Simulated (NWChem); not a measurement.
**Correlation energy of F$_{3}$S (+1)**

```
S
F 1 1.5312
F 1 1.5312 2 99.39
F 1 1.5312 2 99.39 3 101.24
```
Charge +1, spin multiplicity 1.

The numbers come from NWChem runs, not from measurements. Structure: optimised with PBE0/def2-SVP, a minimum by its harmonic frequencies.

Basis set: 3-21G. Each correlation energy counts from its own Hartree-Fock reference.

The correlated methods keep 8 core orbitals frozen. The structure started from a generated list of species. Coupled-cluster values serve here as a point of comparison, not as the truth.

Task: Order these methods by the correlation energy they give, lowest first: CCSD(T), SCS-MP2, CCSD, CR-CCSD(T), MP2.

Result: CCSD(T) (-447.6 mHa), CR-CCSD(T) (-445.9 mHa), CCSD (-437.6 mHa), MP2 (-435.2 mHa), SCS-MP2 (-422.6 mHa)
